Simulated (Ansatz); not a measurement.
Two structures of GaNH₆O, singlet, reached by relaxing down either side of one saddle point (PBE0-D4/def2-TZVP). Energies are electronic, without zero-point energy. Computed with Ansatz 0.2.0 (basis: def2-TZVPP and def2-QZVPP); correlated methods freeze the cores. Filled d shells of the heavier atoms are correlated. The def2 sets are not built for correlating such inner shells, so the correlated values are less sure here. Extrapolation: Hartree–Fock as exp(−7.88 √X), correlation as X^−2.97. First:

```tsv
atom	x (Å)	y (Å)	z (Å)
Ga1	-0.8335	-0.5214	0.2030
O2	-1.2619	1.2304	-0.1483
H3	-1.0582	-1.5254	-0.9941
H4	-0.9426	-0.9202	1.7204
H5	1.1354	0.9858	-0.1033
N6	1.2399	-0.0123	0.0634
H7	-1.7960	1.3424	-0.9350
H8	1.7786	-0.1540	0.9094
H9	1.7384	-0.4252	-0.7154
```

Second:

```json
{"atom": "Ga1", "x (Å)": "-0.4995", "y (Å)": "-0.8075", "z (Å)": "0.2898"}
{"atom": "O2", "x (Å)": "-0.9633", "y (Å)": "1.2810", "z (Å)": "-0.1200"}
{"atom": "H3", "x (Å)": "-1.1049", "y (Å)": "-1.4948", "z (Å)": "-0.9866"}
{"atom": "H4", "x (Å)": "-1.0082", "y (Å)": "-0.9888", "z (Å)": "1.7566"}
{"atom": "H5", "x (Å)": "0.0184", "y (Å)": "1.3296", "z (Å)": "-0.2282"}
{"atom": "N6", "x (Å)": "1.2611", "y (Å)": "-0.1403", "z (Å)": "0.0754"}
{"atom": "H7", "x (Å)": "-1.3604", "y (Å)": "1.4468", "z (Å)": "-0.9804"}
{"atom": "H8", "x (Å)": "1.8556", "y (Å)": "-0.1255", "z (Å)": "0.8923"}
{"atom": "H9", "x (Å)": "1.8012", "y (Å)": "-0.5004", "z (Å)": "-0.6989"}
```

(1) Which bonds change from the first to the second?

(2) Give the saddle point's structure and its height above each. (An estimate is asked for; the value comes from the calculation.)

No T1 diagnostic of these runs exceeds 0.013.

Answers

(1) GaH₃O ([OH][GaH2]) + NH₃ → GaNH₄ ([NH2][GaH2]) + H₂O (still joined by a long Ga–O bond); bonds formed: O2–H5; dative contacts that become bonds: Ga1–N6; bonds broken: H5–N6; bonds weakened to dative contacts: Ga1–O2.

(2) The calculation gives: 0.781 eV above the first and 0.214 eV above the second (CCSD(T) at an estimated basis limit (MP2 extrapolated from triple and quadruple zeta, plus CCSD(T) − MP2 in triple zeta)).
```xyz
9
angstrom
Ga -0.6483 -0.7664 0.2811
O -0.8641 1.2160 -0.1054
H -1.1357 -1.5567 -0.9822
H -1.0363 -1.0188 1.7718
H 0.2757 0.9891 -0.1775
N 1.1704 -0.0276 0.0438
H -1.2560 1.4658 -0.9455
H 1.7724 0.0521 0.8520
H 1.7220 -0.3533 -0.7380
```

Labels in which every atom is bracketed show which atoms are joined, not bond orders.

For scale, one of the runs: CCSD(T)/def2-TZVPP, 194 basis functions, launched by `ansatz run in.yaml --threads 4 --pin off --events-out ev --progress --plain --max-ram 9574MiB`. Time: 51 s of wall clock on 4 CPU threads of an Arm Neoverse V1; the host was shared. Peak host memory: 2.3 GiB.
